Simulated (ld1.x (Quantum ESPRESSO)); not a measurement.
Transferability test, TM potential for Co (Z = 27)

```
Element                 : cobalt (Co)
Generator               : ld1.x (Quantum ESPRESSO) 7.5
Type                    : norm-conserving Troullier–Martins (Kleinman–Bylander form)
Functional              : PBE
Relativity              : scalar-relativistic
Frozen core             : [Ne] 3s2
Valence charge          : 15
Reference configuration : 3p6 3d7 4s2 4p0
Partial waves           : 4s (bound): rc 2.00 bohr; 3p (bound): rc 0.85 bohr; 3d (bound): rc 1.65 bohr
Local potential         : all-electron potential smoothed inside 1.05 bohr (lloc = -1)
Core correction         : none
```

Energies are relative to the spin-unpolarised reference configuration 3p6 3d7 4s2 4p0; without spin polarisation the order of configurations can differ from experiment. The frozen-core shift is the all-electron ΔE with the core orbitals held at their reference shape minus the fully relaxed ΔE.

| valence configuration | charge | ΔE all-electron (eV) | error AE − PS (meV) | frozen-core shift (meV) |
| --- | --- | --- | --- | --- |
| 3p6 3d7 4s1 4p0 | +1 | 9.030 | -2.3 | +1.3 |
| 3p6 3d7 4s0 4p0 | +2 | 25.816 | -13 | +3.8 |
| 3p6 3d6 4s2 4p1 | 0 | 9.660 | +142 | +18 |
| 3p6 3d5 4s0 4p0 | +4 | 117.038 | +435 | +172 |
| 3p5 3d7 4s2 4p0 | +1 | 73.523 | -299 | +54 |

Q: What are ΔE and the potential's error for 3p6 3d7 4s1 4p1?

A: ΔE = 4.351 eV all-electron; the error (AE − PS) is +66 meV.

Q: What are ΔE and the potential's error for 3p6 3d6 4s0 4p0?

A: ΔE = 61.686 eV all-electron; the error (AE − PS) is +93 meV.

Levels in the configuration 3p6 3d5 4s0 4p0:

```json
{"level": "3p", "all-electron (eV)": "-125.364", "pseudo (eV)": "-125.222"}
{"level": "3d", "all-electron (eV)": "-65.956", "pseudo (eV)": "-65.385"}
```

ld1.x printed “convergence not achieved” for 2 of the counted tests; their residual had stalled under 1e-8, short of the target of 1e-14.

Note: ghost state, extra bound levels that the all-electron valence spectrum of the same l lacks: s at -127.1 eV. A true bound ghost makes a file unfit for plane-wave use.
